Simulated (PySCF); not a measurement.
H6O7Si2, charge +1, doublet, at a GFN2-xTB geometry (a state made from the parent by changing its charge; the spin is typed, not shown lowest); DF-B3LYP/6-31G (PySCF).

Input for PySCF:
```python
from pyscf import gto, scf, dft

mol = gto.M(
    atom='''
O     2.41966445    0.54915492    1.01634452
Si    1.48191774   -0.57204244    0.34690024
O     2.03260469   -1.04435286   -1.09021570
O     1.25150703   -1.81904426    1.33614288
O     0.02661772    0.12019069    0.08958886
Si   -1.47780590    0.59064918   -0.33319711
O    -1.30736670    1.79681927   -1.38411950
O    -2.20575138   -0.68591695   -0.98988622
O    -2.22027904    1.06800434    1.01014567
H     2.93417376    1.20192621    0.54228766
H     1.95468479   -1.92615436   -1.45393622
H     1.29122476   -1.77906642    2.29158328
H    -1.25510346    1.70767692   -2.33541225
H    -2.78545595   -1.29040763   -0.52660267
H    -2.17306407    1.94669000    1.38623266
''',
    basis='6-31g',
    charge=1,
    spin=1,
    verbose=4,
)

mf = dft.UKS(mol)
mf.xc = 'b3lyp'
mf = mf.density_fit(auxbasis='def2-universal-jkfit')
mf.kernel()
```

The log (banner, timings and long lists left out):

```
PySCF version 2.14.0

[INPUT] verbose = 4
[INPUT] num. atoms = 15
[INPUT] num. electrons = 89
[INPUT] charge = 1
[INPUT] spin (= nelec alpha-beta = 2S) = 1
[INPUT] symmetry False subgroup None
[INPUT] Mole.unit = angstrom
[INPUT] Symbol           X                Y                Z      unit          X                Y                Z       unit  Magmom
[INPUT]  1 O      2.419664450000   0.549154920000   1.016344520000 AA    4.572503123846   1.037752398757   1.920612791003 Bohr   0.0
[INPUT]  2 Si     1.481917740000  -0.572042440000   0.346900240000 AA    2.800418667734  -1.081003543228   0.655546446146 Bohr   0.0
[INPUT]  3 O      2.032604690000  -1.044352860000  -1.090215700000 AA    3.841066183606  -1.973540882806  -2.060209089701 Bohr   0.0
[INPUT]  4 O      1.251507030000  -1.819044260000   1.336142880000 AA    2.365005529668  -3.437495459862   2.524944106488 Bohr   0.0
[INPUT]  5 O      0.026617720000   0.120190690000   0.089588860000 AA    0.050300200860   0.227127486823   0.169298409212 Bohr   0.0
[INPUT]  6 Si    -1.477805900000   0.590649180000  -0.333197110000 AA   -2.792648416266   1.116165185899  -0.629651283397 Bohr   0.0
[INPUT]  7 O     -1.307366700000   1.796819270000  -1.384119500000 AA   -2.470565007376   3.395496315641  -2.615606778670 Bohr   0.0
[INPUT]  8 O     -2.205751380000  -0.685916950000  -0.989886220000 AA   -4.168266007081  -1.296195179697  -1.870613850281 Bohr   0.0
[INPUT]  9 O     -2.220279040000   1.068004340000   1.010145670000 AA   -4.195719305712   2.018235702447   1.908898662215 Bohr   0.0
[INPUT] 10 H      2.934173760000   1.201926210000   0.542287660000 AA    5.544784808285   2.271311358836   1.024775158131 Bohr   0.0
[INPUT] 11 H      1.954684790000  -1.926154360000  -1.453936220000 AA    3.693818912953  -3.639904214037  -2.747541258385 Bohr   0.0
[INPUT] 12 H      1.291224760000  -1.779066420000   2.291583280000 AA    2.440061161657  -3.361948291210   4.330464790832 Bohr   0.0
[INPUT] 13 H     -1.255103460000   1.707676920000  -2.335412250000 AA   -2.371801797394   3.227041688041  -4.413289540454 Bohr   0.0
[INPUT] 14 H     -2.785455950000  -1.290407630000  -0.526602670000 AA   -5.263748877540  -2.438517009749  -0.995134822765 Bohr   0.0
[INPUT] 15 H     -2.173064070000   1.946690000000   1.386232660000 AA   -4.106495943433   3.678710949430   2.619600072327 Bohr   0.0

nuclear repulsion = 729.93255589587
number of shells = 61
number of NR pGTOs = 270
number of NR cGTOs = 101
basis = 6-31g
ecp = {}

******** <class 'pyscf.df.df_jk.DFUKS'> ********
method = DFUKS
initial guess = minao
damping factor = 0
level_shift factor = 0
DIIS = <class 'pyscf.scf.diis.CDIIS'>
diis_start_cycle = 1
diis_space = 8
diis_damp = 0
SCF conv_tol = 1e-09
SCF conv_tol_grad = None
SCF max_cycles = 50
direct_scf = False
number electrons alpha = 45  beta = 44
XC library pyscf.dft.libxc version 7.1.2
    S. Lehtola, C. Steigemann, M. J. T. Oliveira, and M. A. L. Marques,  SoftwareX 7, 1–5 (2018)
XC functionals = b3lyp
    P. J. Stephens, F. J. Devlin, C. F. Chabalowski, and M. J. Frisch,  J. Phys. Chem. 98, 11623 (1994)
radial grids:
    Treutler-Ahlrichs [JCP 102, 346 (1995); DOI:10.1063/1.469408] (M4) radial grids

becke partition: Becke, JCP 88, 2547 (1988); DOI:10.1063/1.454033
pruning grids: <function nwchem_prune>
grids dens level: 3
symmetrized grids: False
atomic radii adjust function: <function treutler_atomic_radii_adjust>
small_rho_cutoff = 0
Set gradient conv threshold to 3.16228e-05
tot grids = 195784
******** <class 'pyscf.df.df.DF'> ********
auxbasis = def2-universal-jkfit
init E= -1110.82743110961

cycle= 1 E= -1108.36930788662  delta_E= 2.46  |g|= 1.08  |ddm|= 2.77
cycle= 2 E= -1107.94437488003  delta_E= 0.425  |g|= 1.51  |ddm|= 2.01
cycle= 3 E= -1108.78802226126  delta_E= -0.844  |g|= 0.267  |ddm|= 1.29
cycle= 4 E= -1108.81518987531  delta_E= -0.0272  |g|= 0.0646  |ddm|= 0.282
cycle= 5 E= -1108.81313730419  delta_E= 0.00205  |g|= 0.0904  |ddm|= 0.153
cycle= 6 E= -1108.81703654487  delta_E= -0.0039  |g|= 0.0122  |ddm|= 0.105
cycle= 7 E= -1108.81709328131  delta_E= -5.67e-05  |g|= 0.00449  |ddm|= 0.0152
cycle= 8 E= -1108.81710993533  delta_E= -1.67e-05  |g|= 0.00265  |ddm|= 0.00991
cycle= 9 E= -1108.81711394777  delta_E= -4.01e-06  |g|= 0.00175  |ddm|= 0.00413
cycle= 10 E= -1108.81711663651  delta_E= -2.69e-06  |g|= 0.00115  |ddm|= 0.0044
cycle= 11 E= -1108.81711808456  delta_E= -1.45e-06  |g|= 0.000844  |ddm|= 0.00301
cycle= 12 E= -1108.81711907629  delta_E= -9.92e-07  |g|= 0.000819  |ddm|= 0.00278
cycle= 13 E= -1108.81711813625  delta_E= 9.4e-07  |g|= 0.000825  |ddm|= 0.00264
cycle= 14 E= -1108.81712132781  delta_E= -3.19e-06  |g|= 0.000839  |ddm|= 0.0101
cycle= 15 E= -1108.8171209078  delta_E= 4.2e-07  |g|= 0.00072  |ddm|= 0.00213
cycle= 16 E= -1108.81712391401  delta_E= -3.01e-06  |g|= 0.000481  |ddm|= 0.0113
cycle= 17 E= -1108.81712576186  delta_E= -1.85e-06  |g|= 0.000373  |ddm|= 0.0103
cycle= 18 E= -1108.81712691764  delta_E= -1.16e-06  |g|= 0.000228  |ddm|= 0.0122
cycle= 19 E= -1108.81712685849  delta_E= 5.91e-08  |g|= 0.000175  |ddm|= 0.00156
cycle= 20 E= -1108.81712709778  delta_E= -2.39e-07  |g|= 5.52e-05  |ddm|= 0.00718
cycle= 21 E= -1108.817127095  delta_E= 2.78e-09  |g|= 4.69e-05  |ddm|= 0.000599
cycle= 22 E= -1108.81712709913  delta_E= -4.13e-09  |g|= 2.79e-05  |ddm|= 0.000395
cycle= 23 E= -1108.81712710169  delta_E= -2.57e-09  |g|= 2.11e-05  |ddm|= 0.000538
cycle= 24 E= -1108.81712710185  delta_E= -1.56e-10  |g|= 1.43e-05  |ddm|= 4e-05
Extra cycle  E= -1108.81712710142  delta_E= 4.3e-10  |g|= 3.56e-05  |ddm|= 4.72e-05
converged SCF energy = -1108.81712710142  <S^2> = 0.75411478  2S+1 = 2.0041106
```
